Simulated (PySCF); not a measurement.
## BiCl3: one run

BiCl3 (singlet). PySCF 2.14.0, RKS B3LYP, Bi def2-SVP with ECP60, Cl def2-SVP; non-relativistic Hamiltonian with scalar-relativistic core potentials where named; density fitting; no spin-orbit coupling. Purpose: singlet excitations, Tamm-Dancoff B3LYP.

```python
mol = gto.M(atom='''
Bi     0.00000     0.00000     0.52631
Cl     2.17455    -0.00002    -0.64466
Cl    -1.08725     1.88323    -0.64466
Cl    -1.08730    -1.88320    -0.64466''',
    basis={'Bi': 'def2-SVP', 'Cl': 'def2-SVP'},
    ecp={'Bi': 'def2-SVP'},
    charge=0, spin=0)
mf = dft.RKS(mol, xc='B3LYP')
mf.grids.atom_grid = (50, 194)
mf = mf.density_fit()  # fitting sets: Bi def2-universal-JKFIT, Cl def2-universal-JKFIT
mf.conv_tol = 1e-08; mf.max_cycle = 55
mf.kernel(dm0)  # dm0: converged density of the relaxed state
td = mf.TDA(); td.nstates = 8; td.kernel()
```

Run from Python with OMP_NUM_THREADS=2; the lines above give its settings. Where DIIS fails, smearing, a level shift and second-order steps follow.
It took 7 s on 2 threads of Intel(R) Xeon(R) CPU @ 2.60GHz (Ice Lake), on a shared host, from an already converged density.

Question: Where do the frontier levels lie, over both spins?

Answer: HOMO -8.26 eV, LUMO -2.55 eV. 

Question: What are the Mulliken charges and spins?

Answer: 
| atom | charge (e) | spin (e) |
| --- | --- | --- |
| Bi1 | 0.907 | 0.000 |
| Cl2 | -0.303 | 0.000 |
| Cl3 | -0.302 | 0.000 |
| Cl4 | -0.302 | 0.000 |

Question: Which singlet excitations follow (Tamm-Dancoff, 8 states)?

Answer: 
| state | eV | oscillator strength |
| --- | --- | --- |
| 1 | 4.82 | 0.0232 |
| 2 | 4.85 | 0.0000 |
| 3 | 5.02 | 0.0001 |
| 4 | 5.02 | 0.0001 |
| 5 | 5.19 | 0.0006 |
| 6 | 5.19 | 0.0006 |
| 7 | 5.28 | 0.0030 |
| 8 | 5.28 | 0.0030 |
Functionals without range separation put charge-transfer states too low; the basis has no diffuse functions.

The geometry was relaxed with r2SCAN (Bi def2-SVP with ECP60, Cl def2-SVP).
